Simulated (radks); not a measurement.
The titanium ion Ti+ inside a hard spherical wall (all orbitals vanish at R), configuration held at [Ar] 3d2 4s1 and not refilled when levels cross. Method: scalar-relativistic Kohn-Sham, r2SCAN, spin-polarised, spherical densities, finite nucleus; open shells are filled with parallel spins first; meta-GGA in the generalised Kohn-Sham scheme; Fermi nuclear charge, rms radius 3.5921 fm; computed with a radial shooting solver on a logarithmic mesh with Libxc functionals. Eigenvalues in eV for spin up, with the zero of energy where the potential of the charges vanishes at infinity; a dash marks a level that is unbound or too diffuse for the functional's potential to be trusted. A positive occupied level is held by the wall or, in an anion where self-interaction has pushed it up, behind a barrier. The pressure on the wall is -dE/dV.

R (bohr)	E (hartree)	kinetic (hartree)	e(3s)	e(3p)	e(3d)	e(4s)	e(4p, empty)	e(5s, empty)	pressure (GPa)
free	-853.53838	860.769	-73.086	-48.272	-12.064	-11.163	-6.925	-	0
20	-853.53838	860.769	-73.086	-48.272	-12.064	-11.163	-6.925	-	< 0.0001
12	-853.53838	860.769	-73.085	-48.272	-12.064	-11.163	-6.923	-1.523	< 0.0001
10	-853.53834	860.769	-73.082	-48.268	-12.061	-11.160	-6.910	-0.839	0.00168
8	-853.53742	860.779	-73.031	-48.219	-12.016	-11.113	-6.776	1.090	0.0521
7	-853.53429	860.805	-72.910	-48.098	-11.908	-10.980	-6.475	3.557	0.276
5	-853.47706	861.108	-71.741	-46.959	-10.843	-9.139	-3.384	18.917	7.54
4	-853.30680	861.789	-69.792	-45.082	-8.884	-4.508	3.076	42.547	46.2
3	-852.54357	864.553	-64.757	-40.124	-2.889	13.158	24.523	106.00	418
2.5	-851.17351	869.464	-58.399	-33.473	5.385	39.528	53.700	181.30	1670
1.5	-830.98342	929.709	6.210	35.789	78.850	290.98	303.31	738.30	63700
